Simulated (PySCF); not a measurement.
Electron correlation in Be (beryllium, neutral)

[He] 2s2, closed-shell 1S. Computed with PySCF 2.14 in x2c-TZVPall, with scalar relativity by spin-free X2C-1e. Frozen: 1s2; 2 electrons correlated.

Total MP2 correlation energy: -26.08 mhartree.

Same-spin part 0.00 and opposite-spin part -26.08 mhartree; SCS-MP2 scales them by 1/3 and 6/5 to -31.29 mhartree.

With two correlated electrons CCSD is exact within the correlated space (frozen core and kept virtual orbitals).

```
level  correlation energy (mhartree)
 CCSD                         -45.09
```

Diagnostics: T1 = 0.021, D1 = 0.0290, largest double amplitude 0.149.

Cost of the coupled-cluster step: 0.04 s of wall time on 1 thread of Neoverse-V2 (shared host), for 2 correlated electrons.

Iterations:

```
CC2 = 0
CCSD nocc = 1, nmo = 18
frozen orbitals [0]
max_cycle = 100
direct = 0
conv_tol = 1e-08
conv_tol_normt = 1e-06
diis_space = 8
diis_start_cycle = 0
Init t2, MP2 energy = -14.6011564137769  E_corr(MP2) -0.0260772394684243
Init E_corr(CCSD) = -0.0260772394757715
cycle = 1  E_corr(CCSD) = -0.0356460556794392  dE = -0.0095688162  norm(t1,t2) = 0.0679624
cycle = 2  E_corr(CCSD) = -0.0399929806442195  dE = -0.00434692496  norm(t1,t2) = 0.0368007
cycle = 3  E_corr(CCSD) = -0.0451683311811799  dE = -0.00517535054  norm(t1,t2) = 0.0209517
cycle = 4  E_corr(CCSD) = -0.0450662407526853  dE = 0.000102090428  norm(t1,t2) = 0.000930006
cycle = 5  E_corr(CCSD) = -0.0451082526192745  dE = -4.20118666e-05  norm(t1,t2) = 0.000219773
cycle = 6  E_corr(CCSD) = -0.0450866599303432  dE = 2.15926889e-05  norm(t1,t2) = 8.48485e-05
cycle = 7  E_corr(CCSD) = -0.0450874490813601  dE = -7.89151017e-07  norm(t1,t2) = 5.20584e-06
cycle = 8  E_corr(CCSD) = -0.0450873803585092  dE = 6.87228509e-08  norm(t1,t2) = 1.17887e-06
cycle = 9  E_corr(CCSD) = -0.0450872831139228  dE = 9.72445864e-08  norm(t1,t2) = 4.49281e-07
cycle = 10  E_corr(CCSD) = -0.0450872827477917  dE = 3.66131118e-10  norm(t1,t2) = 2.36379e-08
CCSD converged
E(CCSD) = -14.62016645705625  E_corr = -0.04508728274779168
```
